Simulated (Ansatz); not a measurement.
Cl₄H₂Si₂, SMILES `Cl[SiH](Cl)[SiH](Cl)Cl` at its PBE0-D4/def2-TZVP geometry, where that method's forces vanish. Total charge 0; spin multiplicity 1.

```xyz
8

Cl   -0.4720    0.0226   -2.6161
Si    0.5287    0.5337   -0.9060
Cl    0.2479    2.5115   -0.4847
Si   -0.3628   -0.7211    0.8565
Cl   -2.3150   -0.1764    1.1016
Cl    0.7114   -0.2931    2.5446
H     1.9730    0.3058   -1.1316
H    -0.3111   -2.1831    0.6356
```

Task: What forces (eV/Å) does r2SCAN-D4/def2-TZVPP give on these atoms in Ansatz? (Estimate.)

Result: Computed: 
```
Cl1 -0.037 -0.027 -0.075
Si2  0.053 -0.048  0.025
Cl3 -0.005  0.081  0.024
Si4  0.031 -0.047 -0.050
Cl5 -0.083  0.018  0.002
Cl6  0.050  0.012  0.071
H7  -0.009  0.001  0.004
H8  -0.001  0.010 -0.001
```
